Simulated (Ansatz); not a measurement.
Cost and result for the atomization energy of `[GeH3][SeH]` (6 atoms, 5 bonds).

The species carries charge 0 and has multiplicity 1. Correlated methods include outer-core shells of Ge, Se, which these sets cover unevenly. Scalar relativity is left out up to krypton. The structure was optimised at the PBE0-D4/def2-TZVP level. Program: Ansatz. All runs use 4 threads of an Arm Neoverse N1 on a shared host. Times are those of one run each, without the atoms' runs, and a repeat can differ threefold. Electronic energies, without spin–orbit coupling; frozen cores. CCSD(T)/CBS adds CCSD(T) − MP2 in def2-TZVPP to the MP2 limit, and its time is that of the two runs behind it. T1 = 0.010. With those shells the extrapolation isn't a true limit.

CCSD(T)/CBS is a level of theory with its own doubt, some kJ/mol a heavy atom from the limit and from the frozen cores, so smaller differences don't rank the functionals.

```tsv
level	functions	wall time
LDA (SPW92)/def2-TZVPP	152	0.85 s
BLYP-D4/def2-TZVPP	152	1.4 s
PBE-D4/def2-TZVPP (with forces)	152	1.6 s
CCSD(T)/def2-SVP	84	2.9 s
PBE-QIDH/def2-TZVPP	152	3.7 s
r2SCAN-D4/def2-TZVPP (with forces)	152	3.8 s
r2SCANh-D4/def2-TZVPP	152	4.1 s
ωB97X-V/def2-TZVPP	152	5.5 s
B97M-V/def2-TZVPP	152	6.5 s
ωB97M-V/def2-TZVPP (with forces)	152	8.5 s
MP2/def2-QZVPP	298	12 s
CCSD(T)/def2-TZVPP	152	31 s
CCSD(T)/CBS(def2)	–	43 s
```

**Question.** What atomization energy does each give, and how far from CCSD(T)/CBS? (Estimate.)

**Answer.** Ansatz gave: 
```csv
level,atomization (kcal/mol),difference from CCSD(T)/CBS,per bond
LDA (SPW92)/def2-TZVPP,407.3,43.5,8.7
BLYP-D4/def2-TZVPP,353.9,-9.9,-2.0
PBE-D4/def2-TZVPP (with forces),356.3,-7.5,-1.5
CCSD(T)/def2-SVP,336.0,-27.8,-5.6
PBE-QIDH/def2-TZVPP,355.4,-8.4,-1.7
r2SCAN-D4/def2-TZVPP (with forces),361.3,-2.5,-0.5
r2SCANh-D4/def2-TZVPP,359.7,-4.1,-0.8
ωB97X-V/def2-TZVPP,363.5,-0.3,-0.1
B97M-V/def2-TZVPP,364.7,0.9,0.2
ωB97M-V/def2-TZVPP (with forces),356.3,-7.5,-1.5
MP2/def2-QZVPP,354.0,-9.8,-2.0
CCSD(T)/def2-TZVPP,356.2,-7.6,-1.5
CCSD(T)/CBS(def2),363.8,0.0,0.0
```

Leaving LDA and LC-ωPBE aside and taking each functional with its dispersion term where it has one, the values, not all of them listed here, spread over 15.4 kcal/mol, from revPBE-D4 to B97M-V. LDA lies +53.4 kcal/mol from PBE without D4, its usual overbinding. From BLYP to BHLYP (50 % exact exchange), in def2-TZVPP and without D4, the atomization energy moves by +0.7 kcal/mol. In def2-TZVPP, CCSD(T) changes the Hartree–Fock value by +98.4 kcal/mol (the triples alone add +4.3 kcal/mol) and MP2 by +91.9 kcal/mol; breaking electron pairs costs correlation energy, which Hartree–Fock lacks.
